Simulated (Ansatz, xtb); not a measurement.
## Two isomers of AgH2PS

We compare a, `P[S][Ag]`, a singlet, with b, `S[PH][Ag]`, a singlet. Both are isolated molecules in the gas phase, relaxed with r2SCAN-D4/def2-SVP; the shapes shown needn't be the lowest conformers.

a (Å):

```xyz
5

Ag   -3.4037    1.2669   -1.2507
P    -1.7467    1.4995    1.7094
S    -1.9183    0.0922    0.1072
H    -0.3191    1.4868    1.8355
H    -1.9123    0.5836    2.7993
```

b (Å):

```yaml
atoms:
  - { symbol: Ag, position_ang: [2.1893, -1.2975, -0.1302] }
  - { symbol: P, position_ang: [0.6785, 0.3303, 0.6998] }
  - { symbol: S, position_ang: [-1.2595, -0.4485, 0.1394] }
  - { symbol: H, position_ang: [-1.5966, -0.7860, 1.4048] }
  - { symbol: H, position_ang: [0.7671, 1.1487, -0.4720] }
```

Energies in hartree; the thermal terms are from r2SCAN-D4/def2-SVP harmonic frequencies (ideal gas, rigid rotor, one conformer each, 400 K, 1 atm) and include the zero-point energy:

|  | a | b |
| --- | --- | --- |
| E, CCSD(T)/def2-TZVP | −886.425335 | −886.418853 |
| zero-point energy | 0.019100 | 0.018941 |
| H(400 K) − E | 0.027979 | 0.027982 |
| G(400 K) − E | −0.024977 | −0.024798 |

Q: Work out ΔE, ΔE₀, ΔH and ΔG for a → b in kJ/mol (1 Eh = 2625.50 kJ/mol) and the equilibrium ratio [b]/[a].

A: 1. ΔE = −886.418853 − (−886.425335) = +0.006482 Eh = +17.02 kJ/mol.
2. ΔE₀ = ΔE + ΔZPE = +0.006482 + (−0.000159) Eh = +16.60 kJ/mol.
3. ΔH = ΔE + (+0.000003) Eh = +17.03 kJ/mol.
4. ΔG = ΔE + (+0.000179) Eh = +17.49 kJ/mol, so ΔS = (ΔH − ΔG)/T = −1.2 J/(mol K).
5. kT = 1.2667 mEh, so K = [b]/[a] = exp(−ΔG/kT) = exp(−5.26) ≈ 0.0052.

Structure a is favoured at this temperature. An error of 4 kJ/mol in ΔG would change K by a factor of 3.3. Large T1 diagnostics make the coupled-cluster value less sure. Mirror images and further conformers aren't counted.

As drawn, b has 1 Ag–P, 1 S–H in place of 1 Ag–S, 1 P–H.

Other levels gave ΔE = +4.8 (r2SCAN-D4/def2-SVP); +47.5 (HF/def2-TZVP); +17.0 (MP2/def2-TZVP) kJ/mol. The correlated steps freeze 10 core orbitals; the last core shell of Ag is correlated, in a basis made for valence electrons. Atoms past krypton carry core potentials in the def2 sets, without spin–orbit terms. Programs: Ansatz 0.2.0.
